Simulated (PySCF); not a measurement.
Vertical excitations of a molecule CH₇ClFNSi₂ from PySCF with TDA-ωB97X/def2-SVPD, as energy in eV (oscillator strength): 7.16 (0.006), 8.11 (0.020), 8.32 (0.001), 8.69 (0.033), 8.75 (0.072), 8.88 (0.032), 8.90 (0.018), 9.06 (0.096), 9.33 (0.040), 9.43 (0.064). Lowest triplet (TDA): 6.84 eV. Geometry optimised at PBE0-D3(BJ)/def2-SVP. The values are those of a single conformer.

Which molecule gave these data?
A. CN[Si@H](Cl)[SiH2]F
B. C[Si@](F)(Cl)N[SiH3]
C. FC[Si@@H](Cl)N[SiH3]
D. CN([SiH3])[Si@@H](F)Cl

B, C[Si@](F)(Cl)N[SiH3]
